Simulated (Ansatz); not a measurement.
`C=C(Cl)[TeH]` + H₂O → `C=C(O)Cl` + H₂Te  (formal hydrolysis of a C–Te bond)

Isolated molecules relaxed with PBE0-D4/def2-TZVP in Ansatz; ΔE leaves out vibrations. CBS: MP2 limit from def2 TZ/QZ plus the TZ coupled-cluster correction, frozen cores. This one scheme is used for every species. Functionals use def2-TZVPP. def2 core potentials past Kr. For Te outer-core shells are correlated without core-valence functions, which leaves a few kJ/mol of doubt a bond. Each species was taken in one conformer, which may not be the lowest.

```csv
level,ΔE (eV)
r2SCAN-D4,0.10
CAM-B3LYP-D4,0.07
ωB97X-V,0.10
BLYP,0.09
r2SCAN,0.09
BHLYP,0.05
RPA@PBE/def2-TZVPP,0.22
HF/def2-TZVPP,-0.01
```

(1) What does CCSD(T)/CBS give? (Best estimate.)

Largest T1 diagnostic among the species: 0.011.

Answers

(1) The calculation gave: +0.35 eV. The listed levels differ from it by -0.25, -0.28, -0.25, -0.26, -0.26, -0.30, -0.13, -0.36 eV.

The D4 term adds +0.10 eV with B3LYP and +0.05 eV with PBE0; it sums over pairs of atoms, weighted by their polarisabilities, and B3LYP, whose exchange is more repulsive, gets the larger term. In def2-TZVPP, CCSD(T) changes the Hartree–Fock value by +0.25 eV (the triples alone add +0.04 eV) and MP2 by +0.38 eV.

B3LYP here is the variant with VWN-RPA as its local correlation; programs differ in this.
